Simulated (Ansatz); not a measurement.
Reaction (ligand exchange at the Al–F bond): `[F][Al]([F])[SeH]` + HCl → `[F][Al]([Cl])[SeH]` + H–F

Program: Ansatz. Geometries: PBE0-D4/def2-TZVP. ΔE: electronic, gas phase. CCSD(T)/CBS is the MP2 limit (def2-TZVPP, def2-QZVPP) plus CCSD(T) − MP2 in def2-TZVPP, frozen cores. This one scheme is used for every species. DFT in def2-TZVPP. For Se outer-core shells are correlated without core-valence functions, which leaves a few kJ/mol of doubt a bond. Scalar relativity is left out up to krypton. Each species was taken in one conformer, which may not be the lowest.

`[F][Al]([F])[SeH]`:

```xyz
5

F     1.720    0.313   -1.343
Al    0.622    0.118   -0.145
F     1.112    0.231    1.414
Se   -1.559   -0.306   -0.678
H    -1.895   -0.355    0.752
```

HCl:

```xyz
2

Cl   -0.082    0.581   -0.254
H     0.082   -0.581    0.254
```

`[F][Al]([Cl])[SeH]`:

Cartesian coordinates in Å:
```
F -0.291 1.539 -0.915
Al 0.310 0.464 0.168
Cl 1.745 1.090 1.529
Se -0.432 -1.700 0.170
H -1.332 -1.393 -0.952
```

H–F:

```xyz
2

F     0.059   -0.442    0.114
H    -0.059    0.442   -0.114
```

| species | PBE-QIDH energy (Eh) |
| --- | --- |
| `[F][Al]([F])[SeH]` | -2843.56033 |
| HCl | -460.58322 |
| `[F][Al]([Cl])[SeH]` | -3203.75258 |
| H–F | -100.38493 |

Q: Work out ΔE.

A: ΔE = (-3203.75258) + (-100.38493) − (-2843.56033) − (-460.58322) = 0.00604 Eh = +15.9 kJ/mol. CCSD(T)/CBS gives +19.1 kJ/mol.

Q: What do rigid-rotor, harmonic-oscillator terms from PBE0-D4/def2-TZVP frequencies (298.15 K, 1 bar) make of the CCSD(T)/CBS value? (Best estimate.)

A: Computed: ΔZPE = +4.4 kJ/mol, ΔH = +24.2 kJ/mol, ΔS = -1 J/(mol·K), ΔG = +24.6 kJ/mol.

Largest T1 diagnostic among the species: 0.011.

Leaving LDA and LC-ωPBE aside and taking each functional with its dispersion term where it has one, the values, not all of them listed here, spread over 13.5 kJ/mol, from HSE06-D4 to CAM-B3LYP-D4. From PBE to PBE0 (25 % exact exchange), in def2-TZVPP and without D4, ΔE moves by −3.5 kJ/mol.
